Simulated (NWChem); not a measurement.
The numbers come from NWChem runs, not from measurements. System: H3ClZr, charge 0, spin multiplicity 1, at a geometry optimised with PBE0/def2-SVP with def2 effective core potentials on Zr. The structure started from a generated list of species. Level: TD-LDA (SVWN5)/def2-SVPD with def2 effective core potentials on Zr.

Job file:

```
start mol
memory heap 200 mb stack 900 mb global 1100 mb
geometry units angstroms nocenter noautoz
  Zr     0.191171    -0.597296     0.000000
  Cl    -0.515727     1.611295     0.000000
  H     -0.455564    -1.432128     1.507846
  H     -0.455564    -1.432128    -1.507846
  H      2.031645    -0.635932     0.000000
  symmetry group Cs
end
basis spherical
  * library def2-svpd
end
ecp
  Zr library def2-ecp
end
dft
  xc slater vwn_5
  semidirect memsize 60000000 filesize 0
  iterations 100
end
tddft
  rpa
  nroots 6
  notriplet
  thresh 1e-4
end
task tddft energy
```

NWChem printed:

```
             Northwest Computational Chemistry Package (NWChem) 7.3.0
             --------------------------------------------------------

                                NWChem Input Module
                                -------------------

 Scaling coordinates for geometry "geometry" by  1.889725989
 (inverse scale =  0.529177249)

 Turning off AUTOSYM since
 SYMMETRY directive was detected!

                             Geometry "geometry" -> ""
                             -------------------------

 Output coordinates in angstroms (scale by  1.889725989 to convert to a.u.)

  No.       Tag          Charge          X              Y              Z
 ---- ---------------- ---------- -------------- -------------- --------------
    1 Zr                  40.0000     0.19117100    -0.59729600     0.00000000
    2 Cl                  17.0000    -0.51572700     1.61129500     0.00000000
    3 H                    1.0000    -0.45556400    -1.43212800     1.50784600
    4 H                    1.0000    -0.45556400    -1.43212800    -1.50784600
    5 H                    1.0000     2.03164500    -0.63593200     0.00000000

 Effective nuclear repulsion energy (a.u.)     198.1395019621

            Nuclear Dipole moment (a.u.)
            ----------------------------
        X                 Y               Z
 ---------------- ---------------- ----------------
    -0.0000037795    -0.0000245664     0.0000000000

      Symmetry information
      --------------------

 Group name             Cs
 Group number              2
 Group order               2
 No. of unique centers     4

      Symmetry unique atoms

     1    2    3    5


 Summary of "ao basis" -> "" (spherical)
 ------------------------------------------------------------------------------
       Tag                 Description            Shells   Functions and Types
 ---------------- ------------------------------  ------  ---------------------
 *                         def2-svpd                  on all atoms

                                 NWChem DFT Module
                                 -----------------
[...]
     Occ.   16  a"  ---  Virt.   18  a'  -0.70135 X
  ----------------------------------------------------------------------------
  Root   4 singlet a'             0.139063477 a.u.                3.7841 eV
  ----------------------------------------------------------------------------
     Transition Moments    X  0.04739   Y -0.14798   Z -0.00000
     Transition Moments   XX -0.09626  XY -0.57984  XZ -0.00000
     Transition Moments   YY  1.52874  YZ  0.00000  ZZ -0.28258
     Dipole Oscillator Strength                    0.0022383352
     Electric Quadrupole                           0.0000000190
     Magnetic Dipole                               0.0000000000
     Total Oscillator Strength                     0.0022383542

          sigma_e =   1.5205 Angstrom
          sigma_h =   1.7975 Angstrom
         |d_h->e| =   0.4243 Angstrom
            d_exc =   2.4867 Angstrom
            d_CD1 =   0.7013 Angstrom
            d_CD2 =  -1.2347 Angstrom
            d_CD3 =   2.9110 Angstrom
     Pearson C.C. =  -0.0843

     Occ.   14  a'  ---  Virt.   19  a'  -0.11316 X
     Occ.   15  a'  ---  Virt.   18  a'  -0.70176 X
     Occ.   16  a"  ---  Virt.   17  a"  -0.70109 X
  ----------------------------------------------------------------------------
  Root   5 singlet a"             0.157645855 a.u.                4.2898 eV
  ----------------------------------------------------------------------------
     Transition Moments    X  0.00000   Y  0.00000   Z  0.11964
     Transition Moments   XX -0.00001  XY -0.00001  XZ  1.10670
     Transition Moments   YY -0.00000  YZ  0.27616  ZZ  0.00002
     Dipole Oscillator Strength                    0.0015044118
     Electric Quadrupole                           0.0000000271
     Magnetic Dipole                               0.0000000682
     Total Oscillator Strength                     0.0015045072

          sigma_e =   1.6555 Angstrom
          sigma_h =   1.8460 Angstrom
         |d_h->e| =   0.2829 Angstrom
            d_exc =   2.5659 Angstrom
            d_CD1 =   0.4733 Angstrom
            d_CD2 =  -1.4679 Angstrom
            d_CD3 =   2.8488 Angstrom
     Pearson C.C. =  -0.0582

     Occ.   14  a'  ---  Virt.   17  a"   0.79846 X
     Occ.   15  a'  ---  Virt.   17  a"  -0.08135 X
     Occ.   16  a"  ---  Virt.   18  a'  -0.08135 X
     Occ.   16  a"  ---  Virt.   19  a'   0.58797 X
  ----------------------------------------------------------------------------
  Root   6 singlet a'             0.157647364 a.u.                4.2898 eV
  ----------------------------------------------------------------------------
     Transition Moments    X -0.11402   Y -0.03649   Z  0.00000
     Transition Moments   XX  0.98896  XY  0.39136  XZ  0.00001
     Transition Moments   YY  0.14912  YZ  0.00000  ZZ -1.13808
     Dipole Oscillator Strength                    0.0015061854
     Electric Quadrupole                           0.0000000271
     Magnetic Dipole                               0.0000000680
     Total Oscillator Strength                     0.0015062806

          sigma_e =   1.6555 Angstrom
          sigma_h =   1.8460 Angstrom
         |d_h->e| =   0.2830 Angstrom
            d_exc =   2.5659 Angstrom
            d_CD1 =   0.4734 Angstrom
            d_CD2 =  -1.4678 Angstrom
            d_CD3 =   2.8489 Angstrom
     Pearson C.C. =  -0.0582

     Occ.   14  a'  ---  Virt.   18  a'  -0.79854 X
     Occ.   15  a'  ---  Virt.   18  a'  -0.08132 X
     Occ.   15  a'  ---  Virt.   19  a'  -0.58786 X
     Occ.   16  a"  ---  Virt.   17  a"   0.08133 X

              Target root =      1
          Target symmetry = none
      Ground state energy =   -507.273634108231
        Excitation energy =      0.131225450334
     Excited state energy =   -507.142408657897

  stored tddft:energy   -507.14240865789725

 Task  times  cpu:       48.7s     wall:       48.7s

 Total times  cpu:       48.7s     wall:       48.7s
```
